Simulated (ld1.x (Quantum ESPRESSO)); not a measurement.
**Transferability test, TM potential for niobium**

niobium, norm-conserving Troullier–Martins (Kleinman–Bylander form), made with ld1.x (Quantum ESPRESSO) 7.5 (PBEsol, scalar-relativistic). Core [Kr], reference 4d4 5s1 5p0. Waves: 5s (bound): rc 2.60 bohr; 5p (bound, empty): rc 3.45 bohr; 4f channel at 0.15 Ry: rc 3.20 bohr; 4d (bound): rc 1.75 bohr. Local part: the d channel. Core correction: none.

Energies are relative to the spin-unpolarised reference configuration 4d4 5s1 5p0; without spin polarisation the order of configurations can differ from experiment. Not all tests gave a result: 1 of 7 tests not solved or not reliable. Left out of the table: 4d3 5s1 5p1 (an occupied level unbound or not found, printed error -2.2 eV).

```tsv
valence configuration	charge	ΔE all-electron (eV)	error AE − PS (meV)
4d3 5s0 5p0	+2	20.680	+23
4d2 5s0 5p0	+3	45.377	+13
4d4 5s0.5 5p0	+0.5	2.653	-1.6
4d3 5s1 5p0	+1	7.038	-13
4d1 5s0 5p0	+4	82.245	+124
```

Problem. What are ΔE and the potential's error for 4d4 5s0 5p0?

Solution. ΔE = 6.652 eV all-electron; the error (AE − PS) is -0.5 meV.

Levels in the configuration 4d4 5s0 5p0:

```
level  all-electron (eV)  pseudo (eV)
   4d             -9.305       -9.275
```

ld1.x printed “convergence not achieved” for 2 of the counted tests; their residual had stalled under 1e-8, short of the target of 1e-14.

Note: ghost states, extra bound levels that the all-electron valence spectrum of the same l lacks: s at -68.6 eV, p at -19.0 eV. A true bound ghost makes a file unfit for plane-wave use.
